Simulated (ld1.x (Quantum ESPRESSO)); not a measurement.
# chlorine, TM: configuration errors across variants

```
Element                 : Cl (Z = 17)
Generator               : ld1.x (Quantum ESPRESSO) 7.5
Type                    : norm-conserving Troullier–Martins (Kleinman–Bylander form)
Functional              : PBE
Relativity              : scalar-relativistic
Frozen core             : [Ne]
Valence charge          : 7
Reference configuration : 3s2 3p5
Partial waves           : 3p (bound): rc 1.10 bohr; 3d channel at 0.1 Ry: rc 0.90 bohr; 3s (bound): rc 1.20 bohr
Local potential         : the s channel
Core correction         : Bessel-smoothed model core inside 0.70 bohr
```

All-electron excitation energies from the reference (eV): (1) 3s2 3p4 13.875; (2) 3s2 3p3 39.322; (3) 3s2 3p2 77.630; (4) 3s1 3p5 26.584; (5) 3s1 3p6 12.153; (6) 3s2 3p5.3 -2.138; (7) 3s2 3p1 129.873.

2 further variants failed, have other tests or another functional or relativity, and are left out.

Errors AE − PS in meV (a dash: test not solved or not reliable):

```csv
change,(1),(2),(3),(4),(5),(6),(7),bound ghosts
base,+3.5,+24,+75,+7.4,+0.9,+0.3,+170,none
wave 3d channel at 0.1 Ry: rc 0.90 bohr becomes 3d channel at 0.1 Ry: rc 0.96 bohr,+3.5,+24,+75,+7.4,+0.9,+0.3,+170,none
local potential the p channel,+3.9,+26,+81,+8.2,+0.9,+0.4,+183,none
type RRKJ; rho0 0.001,+3.2,+23,+75,+7.0,+0.9,+0.4,+173,none
"all radii but the core radius scaled by about 1.18 (s 1.42, p 1.30, d 1.06 bohr)",+3.4,+26,+86,+4.3,-1.2,+0.4,+207,none
wave 3p (bound): rc 1.10 bohr becomes 3p (bound): rc 1.44 bohr,+3.0,+24,+81,+4.3,-0.7,+0.4,+200,none
```

(1) Give the same row for: core correction Bessel-smoothed model core inside 0.84 bohr.

Results:

(1) +3.5, +24, +76, +7.5, +0.9, +0.3, +173; bound ghosts: none.
